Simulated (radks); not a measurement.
Results of a calculation; reference values are marked as such.
Task: All-electron atom: Zr in [Kr] 4d1 5s2 5d1 (not the ground configuration). Code: a radial shooting solver on a logarithmic mesh with Libxc functionals. Model: scalar-relativistic Kohn-Sham, r2SCAN, spin-polarised, spherical densities, finite nucleus; open shells are filled with parallel spins first (spin-orbit coupling, left out, can overturn this in heavy ions); meta-GGA in the generalised Kohn-Sham scheme; Fermi nuclear charge, rms radius 4.2694 fm. Some entries of the table are withheld. Estimate them.

orbital,occ.,eigenvalue (eV),r(max) (bohr)
1s down,1,-17873.16,0.02414
1s up,1,-17873.15,0.02414
2s up,1,-2494.367,0.1369
2s down,1,-2494.236,0.1369
2p up,3,-2222.708,0.1095
2p down,3,-2222.616,0.1095
3s up,1,-420.0254,0.4075
3s down,1,-419.9743,0.4075
3p up,3,-330.6027,0.4019
3p down,3,-330.5385,0.4020
3d up,5,-184.3748,0.3485
3d down,5,-184.2586,0.3485
4s up,1,-63.3164,1.078
4s down,1,-62.5993,1.075
4p up,3,-40.4300,(1)
4p down,3,-39.5677,(2)
4d up,1,-9.3448,1.532
4d down,0,-8.3025,1.520
5s up,1,-8.2417,2.936
5s down,1,-7.8990,2.996
5d up,1,-0.7069,8.600

Result: 
(1) 4p up r(max) (bohr): 1.177
(2) 4p down r(max) (bohr): 1.173
